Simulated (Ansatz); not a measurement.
Consider the isomerisation: `OCCC[SiH3]` → `CC([SiH3])CO`.

Program: Ansatz. Geometries: PBE0-D4/def2-TZVP. ΔE: electronic, gas phase. CCSD(T)/CBS is the MP2 limit (def2-TZVPP, def2-QZVPP) plus CCSD(T) − MP2 in def2-TZVPP, frozen cores. DFT in def2-TZVPP. Each species was taken in one conformer, which may not be the lowest.

```csv
level,ΔE (kJ/mol)
ωB97X-V,2.4
ωB97M-V,2.2
PBE,2.0
r2SCAN,2.0
MP2/def2-TZVPP,0.5
CCSD/def2-TZVPP,2.4
HF/CBS(def2),5.0
CCSD/CBS(def2),2.2
```

Task: What does CCSD(T)/CBS give? (An estimate is asked.)

Result: The calculation gave: +1.5 kJ/mol. The listed levels differ from it by 0.9, 0.7, 0.5, 0.5, -1.0, 0.9, 3.5, 0.7 kJ/mol.

Largest T1 diagnostic among the species: 0.010.

In def2-TZVPP, CCSD(T) changes the Hartree–Fock value by −3.4 kJ/mol (the triples alone add −0.8 kJ/mol) and MP2 by −4.5 kJ/mol.
